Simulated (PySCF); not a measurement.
# Worked example: chemical shift, span and skew from a shielding tensor

BeClH3Si, SMILES [SiH3][Be][Cl]. Atoms are numbered in the order given.

```xyz
6

Be     0.0000     0.0000    -0.2093
Cl     0.0000     0.0000    -2.0121
Si     0.0000     0.0000     1.9647
H      1.2009     0.6933     2.5121
H      0.0000    -1.3867     2.5121
H     -1.2009     0.6933     2.5121
```

Coordinates come from a PBE0-D3(BJ)/def2-TZVP optimisation.

GIAO shieldings from PBE0/pcSseg-2 run with PySCF, non-relativistic, no solvent. The symmetric part of the tensor of Si3 has the principal values 471.6, 496.2, 496.2 ppm. The same nucleus in TMS has σ = 341.9 ppm at this level (PySCF, at its B3LYP-D3(BJ)/def2-TZVP geometry). Without spin–orbit terms, shifts of atoms bonded to Cl or Br come out too high.

**Question.** Work out the isotropic shielding, the ²⁹Si shift against TMS, the span and the skew.

**Answer.** 
σ(iso) = (σ11 + σ22 + σ33)/3 = 488.0 ppm. δ = σ(ref) − σ(iso) = 341.9 − (488.0) = -146.1 ppm.
Span Ω = σ33 − σ11 = 24.6 ppm. Skew κ = 3(σ(iso) − σ22)/Ω = -1.00, an axial tensor. Tumbling in solution averages the tensor to δ; in a static solid the shielding alone would spread this spin-1/2 line over Ω.
